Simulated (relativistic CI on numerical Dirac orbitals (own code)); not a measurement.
# Radial parameters of Mo+

These numbers are calculated, not measured: Dirac-Coulomb-Breit CI, separate exchange-only KLI orbitals for each configuration, model QED (radiative potential, 1s self-energy scaled to tabulated hydrogen-like ionisation energies), valence Slater integrals scaled by 0.85, P86 correlation energy added to each configuration (own radial code, finite nucleus).

Slater integrals F^k, G^k are unscaled and averaged over j, outside the closed core [Kr]; ζ comes from projecting the Hamiltonian with its Breit term on Σ l·s of the shell.

- 4d5: F^2(4d,4d) = 52156, F^4(4d,4d) = 33569, ζ(4d) = 533.17 cm⁻¹; <r>(4d) = 1.879, <r^2>(4d) = 4.299 (bohr units).
- 4d4.5s: F^2(4d,4d) = 54763, F^4(4d,4d) = 35412, ζ(4d) = 611.73, G^2(4d,5s) = 16371 cm⁻¹; <r>(4d) = 1.802, <r^2>(4d) = 3.934, <r>(5s) = 3.174, <r^2>(5s) = 11.42 (bohr units).
- 4d4.5p: F^2(4d,4d) = 55838, F^4(4d,4d) = 36192, ζ(4d) = 638.91, F^2(4d,5p) = 18141, G^1(4d,5p) = 9093.5, G^3(4d,5p) = 7067.6, ζ(5p) = 818.74 cm⁻¹; <r>(4d) = 1.774, <r^2>(4d) = 3.797, <r>(5p) = 4.053, <r^2>(5p) = 18.7 (bohr units).

Question: Give the Racah parameters of the d shell in 4d5.

Answer: B = F²/49 − 5F⁴/441 = 684 cm⁻¹ and C = 35F⁴/441 = 2664 cm⁻¹; values fitted to spectra at such low charge are typically 15 to 30 % smaller.

In this model ζ of a weakly bound d, f or g electron outside closed shells comes out too small, for d by up to a factor of two or three and at times with the wrong sign; that of an outer p electron is too small as well.

Correlation outside the listed configurations is missing or only estimated: errors of thousands of cm⁻¹ between configurations and terms are usual at this charge. Rates and lifetimes follow the computed energies and can be off by large factors. The fine structure of a lone outer electron comes out too small, for d and f at times inverted, and misplaced configurations move strength between like terms. 22 of the 26 excited levels that our extract of the measured tables holds in this range could be paired (the sources list more); they are missed by 1037 cm⁻¹ on average and 2266 at most, and levels without a partner can miss by more. Some levels of the ground configuration have no partner and can miss by 10 % or more.

Averages of the first 10 configurations, taken without configuration mixing, which lowers the lowest level and can move excited configurations by several eV; other configurations of the list can lie among them:

```tsv
Configuration	Parity	States	Average energy above the lowest level (eV)
4d5	even	252	3.7
4d4.5s	even	420	4.8
4d4.5p	odd	1260	8.8
4d3.5s2	even	120	7.9
4d4.4f	odd	2940	15.1
4d3.5s.5p	odd	1440	11.6
4d4.6s	even	420	12.5
4d4.5d	even	2100	13.0
4d4.6p	odd	1260	13.7
4d4.6d	even	2100	15.3
```
